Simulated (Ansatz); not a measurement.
Consider the ligand exchange at a Ga–S bond: `CC[S][GaH2]` + H₂S → `[SH][GaH2]` + `CCS`.

Calculated with Ansatz (gas phase, PBE0-D4/def2-TZVP geometries, no zero-point term in ΔE). CCSD(T)/CBS is the MP2 limit (def2-TZVPP, def2-QZVPP) plus CCSD(T) − MP2 in def2-TZVPP, frozen cores. This one scheme is used for every species. Functionals use def2-TZVPP. For Ga outer-core shells are correlated without core-valence functions, which leaves a few kJ/mol of doubt a bond. Scalar relativity is left out up to krypton. Each species was taken in one conformer, which may not be the lowest.

| species | BLYP energy (Eh) |
| --- | --- |
| `CC[S][GaH2]` | -2403.54456 |
| H₂S | -399.39936 |
| `[SH][GaH2]` | -2324.94446 |
| `CCS` | -478.00235 |

(1) Work out ΔE.

(2) What do rigid-rotor, harmonic-oscillator terms from PBE0-D4/def2-TZVP frequencies (298.15 K, 1 bar) make of the CCSD(T)/CBS value? (Best estimate.)

Largest T1 diagnostic among the species: 0.013.

## Answers

(1) ΔE = (-2324.94446) + (-478.00235) − (-2403.54456) − (-399.39936) = -0.00289 Eh = -7.6 kJ/mol. CCSD(T)/CBS gives -1.2 kJ/mol.

(2) The calculation gave: ΔZPE = +3.4 kJ/mol, ΔH = -0.3 kJ/mol, ΔS = 6 J/(mol·K), ΔG = -2.2 kJ/mol. Modes under 50 cm⁻¹ make the entropy rough.

Leaving LDA and LC-ωPBE aside and taking each functional with its dispersion term where it has one, the values, not all of them listed here, spread over 5.7 kJ/mol, from B2PLYP to BLYP-D4. LDA lies +3.9 kJ/mol from PBE without D4. In def2-TZVPP, CCSD(T) changes the Hartree–Fock value by +9.6 kJ/mol (the triples alone add +1.7 kJ/mol) and MP2 by +10.5 kJ/mol. The D4 term adds +6.3 kJ/mol with B3LYP and +3.6 kJ/mol with PBE0; it sums over pairs of atoms, weighted by their polarisabilities, and B3LYP, whose exchange is more repulsive, gets the larger term.

B3LYP here is the variant with VWN-RPA as its local correlation; programs differ in this.
